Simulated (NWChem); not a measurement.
All runs are NWChem calculations. System: H₃N₂, charge 0, spin multiplicity 2, at a geometry optimised with UPBE0/def2-SVP. The structure started from a generated list of species. Its SCF solution wasn't tested for a lower state. Level: UHF/def2-TZVP.

Job file:

```
start mol
memory heap 200 mb stack 900 mb global 1100 mb
geometry units angstroms nocenter noautoz noautosym
  N      0.651149    -0.356553     0.095920
  N     -0.546985     0.189084    -0.123315
  H      1.324507     0.415902     0.024174
  H     -0.724793     1.174575     0.067382
  H     -1.328858    -0.418190     0.100212
end
basis spherical
  * library def2-tzvp
end
scf
  uhf
  nopen 1
  maxiter 100
  thresh 1e-7
  semidirect memsize 60000000 filesize 0
  # guess.movecs holds the orbitals of an unrestricted PBE0 run
  vectors input guess.movecs output mol.movecs
end
task scf energy
```

Output (cleaned and shortened):

```
             Northwest Computational Chemistry Package (NWChem) 7.3.0
             --------------------------------------------------------

                                NWChem Input Module
                                -------------------

 Scaling coordinates for geometry "geometry" by  1.889725989
 (inverse scale =  0.529177249)

                             Geometry "geometry" -> ""
                             -------------------------

 Output coordinates in angstroms (scale by  1.889725989 to convert to a.u.)

  No.       Tag          Charge          X              Y              Z
 ---- ---------------- ---------- -------------- -------------- --------------
    1 N                    7.0000     0.65114900    -0.35655300     0.09592000
    2 N                    7.0000    -0.54698500     0.18908400    -0.12331500
    3 H                    1.0000     1.32450700     0.41590200     0.02417400
    4 H                    1.0000    -0.72479300     1.17457500     0.06738200
    5 H                    1.0000    -1.32885800    -0.41819000     0.10021200

 Effective nuclear repulsion energy (a.u.)      36.6884911946

            Nuclear Dipole moment (a.u.)
            ----------------------------
        X                 Y               Z
 ---------------- ---------------- ----------------
     0.0000075589     0.0000075589     0.0000056692


 Summary of "ao basis" -> "" (spherical)
 ------------------------------------------------------------------------------
       Tag                 Description            Shells   Functions and Types
 ---------------- ------------------------------  ------  ---------------------
 *                         def2-tzvp                  on all atoms

 Summary of "ao basis" -> "ao basis" (spherical)
 ------------------------------------------------------------------------------
       Tag                 Description            Shells   Functions and Types
 ---------------- ------------------------------  ------  ---------------------
 N                         def2-tzvp                11       31   5s3p2d1f
 H                         def2-tzvp                 4        6   3s1p
[...]
  ----- ------------  ---------------      ----- ------------  ---------------
    77      1.366619  5 H  s                 65     -1.288303  3 H  s
     5      1.260783  1 N  s                 36     -1.205860  2 N  s
    13      0.455204  1 N  py                45     -0.453745  2 N  pz
    14      0.449809  1 N  pz                44      0.351179  2 N  py
     8      0.190349  1 N  pz                35      0.177267  2 N  s

 center of mass
 --------------
 x =   0.04407789 y =  -0.07086530 z =  -0.01159218

 moments of inertia (a.u.)
 ------------------
          15.477417447940          15.766135800057          -5.972295959959
          15.766135800057          51.934069249581           2.731497687899
          -5.972295959959           2.731497687899          64.869642878721

  Mulliken analysis of the total density
  --------------------------------------

    Atom       Charge   Shell Charges
 -----------   ------   -------------------------------------------------------
    1 N    7     7.29   0.82  1.16  0.57  0.87  0.31  1.39  1.54  0.57  0.01  0.05  0.00
    2 N    7     7.41   0.82  1.16  0.51  0.80  0.17  1.51  1.70  0.67  0.01  0.05  0.01
    3 H    1     0.80   0.26  0.44  0.06  0.03
    4 H    1     0.76   0.26  0.41  0.05  0.04
    5 H    1     0.75   0.26  0.41  0.05  0.04

  Mulliken analysis of the alpha density
  --------------------------------------

    Atom       Charge   Shell Charges
 -----------   ------   -------------------------------------------------------
    1 N    7     4.10   0.41  0.58  0.30  0.45  0.16  0.88  0.96  0.33  0.01  0.03  0.00
    2 N    7     3.78   0.41  0.58  0.26  0.40  0.09  0.80  0.88  0.32  0.01  0.03  0.00
    3 H    1     0.37   0.13  0.20  0.03  0.02
    4 H    1     0.38   0.13  0.20  0.03  0.02
    5 H    1     0.37   0.13  0.20  0.02  0.02

   Mulliken analysis of the beta density
   -------------------------------------

    Atom       Charge   Shell Charges
 -----------   ------   -------------------------------------------------------
    1 N    7     3.18   0.41  0.58  0.27  0.42  0.15  0.51  0.58  0.24  0.01  0.03  0.00
    2 N    7     3.63   0.41  0.58  0.25  0.40  0.09  0.70  0.82  0.35  0.01  0.02  0.00
    3 H    1     0.43   0.14  0.24  0.04  0.01
    4 H    1     0.38   0.13  0.21  0.03  0.02
    5 H    1     0.38   0.13  0.21  0.02  0.02

   Mulliken analysis of the spin density
   -------------------------------------

    Atom       Charge   Shell Charges
 -----------   ------   -------------------------------------------------------
    1 N    7     0.92   0.00 -0.00  0.03  0.03  0.01  0.37  0.38  0.09 -0.00 -0.00 -0.00
    2 N    7     0.15   0.00 -0.00  0.01  0.00  0.00  0.10  0.06 -0.04  0.00  0.01  0.00
    3 H    1    -0.06  -0.01 -0.04 -0.01  0.00
    4 H    1    -0.00  -0.00 -0.00 -0.00  0.00
    5 H    1    -0.01  -0.00 -0.01 -0.00  0.00

       Multipole analysis of the density wrt the origin
       ------------------------------------------------

     L   x y z        total         alpha         beta         nuclear
     -   - - -        -----         -----         ----         -------
     0   0 0 0      0.000000     -9.000000     -8.000000     17.000000

     1   1 0 0     -0.441761     -0.605027      0.163258      0.000008
     1   0 1 0      0.838311      0.638420      0.199883      0.000008
     1   0 0 1      0.195814      0.060941      0.134867      0.000006

     2   2 0 0     -7.526190    -21.057691    -18.993112     32.524613
     2   1 1 0      1.485078      4.974338      3.988228     -7.477488
     2   1 0 1     -0.641627     -1.852593     -1.500831      2.711798
     2   0 2 0     -8.947050     -9.906518     -9.281143     10.240610
     2   0 1 1      0.296847      0.809706      0.756050     -1.268909
     2   0 0 2    -10.760239     -6.399228     -5.025293      0.664282

 Task  times  cpu:        2.6s     wall:        2.6s

 Total times  cpu:        2.6s     wall:        2.6s
```
